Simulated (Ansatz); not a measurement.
Total energies of C12H12O2Zr, SMILES `[OH][Zr]([OH])([c]1ccccc1)[c]1ccccc1`.

```xyz
27

O     1.990   -2.334   -0.930
Zr    0.246   -1.532   -0.850
O    -1.226   -2.420   -1.707
C    -0.308   -1.270    1.288
C    -1.564   -1.583    1.823
C    -1.875   -1.320    3.149
C    -0.930   -0.731    3.978
C     0.323   -0.408    3.477
C     0.624   -0.678    2.149
C     0.431    0.511   -1.709
C    -0.724    1.297   -1.809
C    -0.678    2.609   -2.259
C     0.537    3.168   -2.626
C     1.699    2.414   -2.540
C     1.642    1.104   -2.087
H     2.687   -2.975   -1.037
H    -1.719   -3.003   -2.276
H    -2.320   -2.045    1.193
H    -2.855   -1.573    3.540
H    -1.170   -0.524    5.015
H     1.063    0.052    4.122
H     1.615   -0.415    1.785
H    -1.692    0.884   -1.529
H    -1.588    3.196   -2.325
H     0.579    4.192   -2.980
H     2.650    2.851   -2.827
H     2.565    0.534   -2.028
```

Charge 0, multiplicity 1. Correlated methods include outer-core shells of Zr, which these sets cover unevenly. Zr takes the def2 core potential. All single points use the PBE0-D4/def2-TZVP geometry. It is one conformer, not always the lowest. Basis def2-TZVPP, Ansatz 0.2.0.

RPA on PBE orbitals: Hartree–Fock energy of these orbitals -657.87813 Eh, correlation -4.22108 Eh (frozen core).

```
             functional  energy without D4 (Eh)  D4 term (kJ/mol)
            LDA (SPW92)              -656.91914                 –
                    PBE              -661.62228             -90.1
                 revPBE              -662.23137            -257.2
                   BLYP              -662.12470            -191.4
                 r2SCAN              -662.05814             -25.3
                 B97M-V              -662.37685                 –
                   PBE0              -661.63779             -77.9
                  B3LYP              -662.40293            -143.2
                r2SCANh              -662.00961             -26.9
                r2SCAN0              -661.94026             -29.5
HSE06 (plane-wave form)              -661.60381             -73.2
                ωB97X-V              -662.15792                 –
                ωB97M-V              -662.06202                 –
                 B2PLYP              -661.78843                 –
```

Task: Give the same for BHLYP, CAM-B3LYP, LC-ωPBE, PBE-QIDH. (Best estimate.)

Result: Ansatz gave: 
| functional | energy without D4 (Eh) | D4 term (kJ/mol) |
| --- | --- | --- |
| BHLYP | -661.91884 | -112.3 |
| CAM-B3LYP | -662.01966 | -80.0 |
| LC-ωPBE | -661.93845 | – |
| PBE-QIDH | -661.48486 | – |

B3LYP takes the VWN-RPA correlation (the form of Gaussian; ORCA's B3LYP/G). HSE06 is the plane-wave form, built on full-range PBE exchange. The double hybrids freeze the cores in their second-order part.

LC-ωPBE has ω = 0.4 bohr⁻¹.
